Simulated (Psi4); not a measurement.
H10Si4, triplet, at the geometry of the source list (a higher spin typed on purpose: for a closed-shell molecule this is an excited state); B3LYP/6-31G* run with Psi4.

The Psi4 input:
```
memory 2 GB

molecule {
0 3
  Si   -0.00790000    2.10850000   -0.74290000
  Si    0.05240000    0.16720000    0.53970000
  Si    1.91840000   -1.14510000    0.07820000
  Si   -1.93430000   -1.03930000    0.41950000
  H     1.20150000    2.92610000   -0.62340000
  H    -0.14290000    1.77620000   -2.16380000
  H    -1.13120000    2.99010000   -0.41680000
  H     0.18940000    0.60450000    1.95100000
  H     3.18760000   -0.42850000    0.22320000
  H     1.87240000   -1.62770000   -1.30480000
  H     2.02120000   -2.33440000    0.92700000
  H    -1.95100000   -2.22530000    1.27890000
  H    -3.11730000   -0.25530000    0.78180000
  H    -2.15830000   -1.51700000   -0.94770000
}

set basis 6-31g*
set reference uks
set puream false

energy('b3lyp')
print_variables()
```

The log (banner, timings and long lists left out):

```
   => Loading Basis Set <=

    Name: 6-31G*
    Role: ORBITAL
    Keyword: BASIS

         ---------------------------------------------------------
                                   SCF
               by Justin Turney, Rob Parrish, Andy Simmonett
                          and Daniel G. A. Smith
                              UKS Reference
         ---------------------------------------------------------

  ==> Geometry <==

    Molecular point group: c1
    Full point group: C1

    Geometry (in Angstrom), charge = 0, multiplicity = 3:

       Center              X                  Y                   Z               Mass
    ------------   -----------------  -----------------  -----------------  -----------------
         SI          -0.014222992624     2.088315062007    -0.808008311156    27.976926534650
         SI           0.046077007376     0.147015062007     0.474591688844    27.976926534650
         SI           1.912077007376    -1.165284937993     0.013091688844    27.976926534650
         SI          -1.940622992624    -1.059484937993     0.354391688844    27.976926534650
         H            1.195177007376     2.905915062007    -0.688508311156     1.007825032230
         H           -0.149222992624     1.756015062007    -2.228908311156     1.007825032230
         H           -1.137522992624     2.969915062007    -0.481908311156     1.007825032230
         H            0.183077007376     0.584315062007     1.885891688844     1.007825032230
         H            3.181277007376    -0.448684937993     0.158091688844     1.007825032230
         H            1.866077007376    -1.647884937993    -1.369908311156     1.007825032230
         H            2.014877007376    -2.354584937993     0.861891688844     1.007825032230
         H           -1.957322992624    -2.245484937993     1.213791688844     1.007825032230
         H           -3.123622992624    -0.275484937993     0.716691688844     1.007825032230
         H           -2.164622992624    -1.537184937993    -1.012808311156     1.007825032230

  Running in c1 symmetry.

  Rotational constants: A =      0.06242  B =      0.06242  C =      0.03390 [cm^-1]
  Rotational constants: A =   1871.23508  B =   1871.20904  C =   1016.18397 [MHz]
  Nuclear repulsion =  328.604348164077692

  Charge       = 0
  Multiplicity = 3
  Electrons    = 66
  Nalpha       = 34
  Nbeta        = 32

  ==> Algorithm <==

  SCF Algorithm Type is DF.
  DIIS enabled.
  MOM disabled.
  Fractional occupation disabled.
  Guess Type is SAD.
  Energy threshold   = 1.00e-06
  Density threshold  = 1.00e-06
  Integral threshold = 1.00e-12

  ==> Primary Basis <==

  Basis Set: 6-31G*
    Blend: 6-31G*
    Number of shells: 52
    Number of basis functions: 96
    Number of Cartesian functions: 96
    Spherical Harmonics?: false
    Max angular momentum: 2

  ==> DFT Potential <==

   => LibXC <=

    Version 7.1.2
    S. Lehtola, C. Steigemann, M. J. T. Oliveira, and M. A. L. Marques,  SoftwareX 7, 1–5 (2018) (10.1016/j.softx.2017.11.002)

   => Composite Functional: B3LYP <=

    B3LYP Hyb-GGA Exchange-Correlation Functional

    P. J. Stephens, F. J. Devlin, C. F. Chabalowski, and M. J. Frisch,  J. Phys. Chem. 98, 11623 (1994) (10.1021/j100096a001)

    Deriv               =              1
    GGA                 =           TRUE
    Meta                =          FALSE

    Exchange Hybrid     =           TRUE
    MP2 Hybrid          =          FALSE

   => Exchange Functionals <=

    0.0800   Slater exchange
    0.7200         Becke 88

   => Exact (HF) Exchange <=

    0.2000               HF

   => Correlation Functionals <=

    0.1900   Vosko, Wilk & Nusair (VWN5_RPA)
    0.8100   Lee, Yang & Parr

   => LibXC Density Thresholds  <==

    XC_HYB_GGA_XC_B3LYP:  1.00E-15

   => Molecular Quadrature <=

    Radial Scheme          =       TREUTLER
    Pruning Scheme         =           NONE
    Nuclear Scheme         =       TREUTLER

    Blocking Scheme        =         OCTREE
[...]
   @DF-UKS iter   2: -1163.68765612802099   -3.42025e-02   2.88376e-03 DIIS/ADIIS
   @DF-UKS iter   3: -1163.74985523404712   -6.21991e-02   6.43558e-04 DIIS/ADIIS
   @DF-UKS iter   4: -1163.75361726894425   -3.76203e-03   1.75938e-04 DIIS/ADIIS
   @DF-UKS iter   5: -1163.75414735559525   -5.30087e-04   9.27408e-05 DIIS
   @DF-UKS iter   6: -1163.75438552462174   -2.38169e-04   4.13558e-05 DIIS
   @DF-UKS iter   7: -1163.75459076943730   -2.05245e-04   2.92905e-05 DIIS
   @DF-UKS iter   8: -1163.75475364834574   -1.62879e-04   1.77812e-05 DIIS
   @DF-UKS iter   9: -1163.75478979236368   -3.61440e-05   1.09048e-05 DIIS
   @DF-UKS iter  10: -1163.75480183066497   -1.20383e-05   6.34147e-06 DIIS
   @DF-UKS iter  11: -1163.75480509118188   -3.26052e-06   3.95122e-06 DIIS
   @DF-UKS iter  12: -1163.75480800166611   -2.91048e-06   4.16866e-06 DIIS
   @DF-UKS iter  13: -1163.75480623827048    1.76340e-06   4.05098e-06 DIIS
   @DF-UKS iter  14: -1163.75479489001827    1.13483e-05   3.50950e-06 DIIS
   @DF-UKS iter  15: -1163.75478739229220    7.49773e-06   2.30865e-06 DIIS
   @DF-UKS iter  16: -1163.75478464549678    2.74680e-06   1.73113e-06 DIIS
   @DF-UKS iter  17: -1163.75478421893285    4.26564e-07   7.68166e-07 DIIS
  Energy and wave function converged.

  ==> Post-Iterations <==

   Electrons on quadrature grid:
      Nalpha   =   34.0000233138 ; deviation = 2.331e-05
      Nbeta    =   31.9999867165 ; deviation = -1.328e-05
      Ntotal   =   66.0000100303 ; deviation = 1.003e-05

   @Spin Contamination Metric:   4.926804955E-03
   @S^2 Expected:                2.000000000E+00
   @S^2 Observed:                2.004926805E+00
   @S   Expected:                1.000000000E+00
   @S   Observed:                1.000000000E+00

    Orbital Energies [Eh]
    ---------------------

    Alpha Occupied:

[...]
      34A     -0.075640

    Alpha Virtual:

[...]
    Beta Occupied:

[...]
    Beta Virtual:

[...]
      96A      2.968513

    Final Occupation by Irrep:
              A
    DOCC [    32 ]
    SOCC [     2 ]
    NA   [    34 ]
    NB   [    32 ]

  @DF-UKS Final Energy: -1163.75478421893285

   => Energetics <=

    Nuclear Repulsion Energy =            328.6043481640776918
    One-Electron Energy =               -2265.0631317740317172
    Two-Electron Energy =                 843.1790786323927023
    DFT Exchange-Correlation Energy =     -70.4750792413716312
    Empirical Dispersion Energy =           0.0000000000000000
    VV10 Nonlocal Energy =                  0.0000000000000000
    Total Energy =                      -1163.7547842189328549

  UHF NO Occupations:
  HONO-2 :   32  A 1.9988178
  HONO-1 :   33  A 1.0000000
  HONO-0 :   34  A 1.0000000
  LUNO+0 :   35  A 0.0011822
  LUNO+1 :   36  A 0.0005335
  LUNO+2 :   37  A 0.0003439
  LUNO+3 :   38  A 0.0001626

Computation Completed

Properties will be evaluated at   0.000000,   0.000000,   0.000000 [a0]

Properties computed using the SCF density matrix

 Multipole Moments:

 ------------------------------------------------------------------------------------
     Multipole            Electronic (a.u.)      Nuclear  (a.u.)        Total (a.u.)
 ------------------------------------------------------------------------------------

 L = 1.  Multiply by 2.5417464519 to convert [e a0] to [Debye]
 Dipole X            :          0.0837607           -0.0860156           -0.0022549
 Dipole Y            :          0.3887297           -0.2745884            0.1141413
 Dipole Z            :          0.8225828           -0.8858064           -0.0632236
 Magnitude           :                                                    0.1305011

 ------------------------------------------------------------------------------------

  Variable Map:
  ----------------------------------------------------------------------------
[...]
  Array Variable Map:
  ----------------------------------------------------------------------------
[...]
[...]
```
